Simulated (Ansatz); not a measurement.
Relaxation of AlCl2(NH2) (AlNCl2H2) with RKS PBE0-D4/def2-SVP.

```sh
$ ansatz run in.yaml --threads 4 --pin off --events-out ev --progress --plain --max-ram 3916MiB
```

```yaml
crystal:
  periodic: [false, false, false]
  atoms:
    - {symbol: Al, position_ang: [0.371300, 0.654110, 0.005550]}
    - {symbol: Cl, position_ang: [2.377220, 0.641560, 0.301140]}
    - {symbol: Cl, position_ang: [-0.647950, 2.385000, -0.268820]}
    - {symbol: N, position_ang: [-0.509120, -0.887100, -0.010840]}
    - {symbol: H, position_ang: [-1.504150, -0.997760, -0.142990]}
    - {symbol: H, position_ang: [-0.087300, -1.795820, 0.115960]}
basis:
  gaussian: {orbitals: def2-SVP}
hamiltonian: {xc: pbe0, dispersion: d4}
scf: {omitted_lower_state_checks: [starts]}
output: {orbitals: {seedname: orbitals}}
relax: {f_tol: 0.02, max_steps: 100}
```

Run time 4.5 s (4 threads of Arm Neoverse V2 on a shared host).

Positions (Å) and forces (eV/Å) at steps 1, 2, 3, 4, 5 of 5:

```xyz
6
step=1 energy=-33145.7277 eV
Al    0.371    0.654    0.006   -0.933   -1.620   -0.017
Cl    2.377    0.642    0.301    1.293    0.029    0.186
Cl   -0.648    2.385   -0.269   -0.628    1.136   -0.175
N    -0.509   -0.887   -0.011    0.279    0.473    0.008
H    -1.504   -0.998   -0.143   -0.182    0.102   -0.036
H    -0.087   -1.796    0.116    0.172   -0.120    0.034
6
step=2 energy=-33145.8132 eV
Al    0.360    0.633    0.006   -0.115   -0.191   -0.002
Cl    2.437    0.640    0.308   -0.144    0.021   -0.023
Cl   -0.680    2.435   -0.276    0.089   -0.115    0.021
N    -0.515   -0.898   -0.009    0.136    0.213    0.003
H    -1.513   -1.003   -0.148   -0.042    0.075   -0.011
H    -0.088   -1.808    0.119    0.075   -0.004    0.012
6
step=3 energy=-33145.8167 eV
Al    0.356    0.627    0.006   -0.038   -0.059   -0.002
Cl    2.428    0.645    0.307   -0.033    0.005   -0.005
Cl   -0.671    2.429   -0.275    0.020   -0.027    0.005
N    -0.514   -0.897   -0.010    0.029    0.027    0.004
H    -1.513   -0.998   -0.148   -0.005    0.041   -0.004
H    -0.085   -1.806    0.119    0.028    0.013    0.003
6
step=4 energy=-33145.8165 eV rejected
Al    0.355    0.622    0.006   -0.010   -0.022    0.000
Cl    2.425    0.646    0.306   -0.002    0.000    0.000
Cl   -0.672    2.422   -0.274    0.000   -0.002    0.000
N    -0.515   -0.901   -0.009    0.104    0.186    0.002
H    -1.513   -0.985   -0.149   -0.082   -0.061   -0.008
H    -0.080   -1.805    0.120   -0.010   -0.102    0.006
6
step=5 energy=-33145.8171 eV
Al    0.355    0.624    0.006   -0.004   -0.005    0.001
Cl    2.425    0.646    0.306   -0.002    0.001   -0.001
Cl   -0.671    2.425   -0.274    0.001   -0.002    0.000
N    -0.514   -0.898   -0.009    0.003    0.000   -0.001
H    -1.513   -0.991   -0.148    0.007    0.002    0.001
H    -0.083   -1.806    0.119   -0.005    0.004   -0.001
```
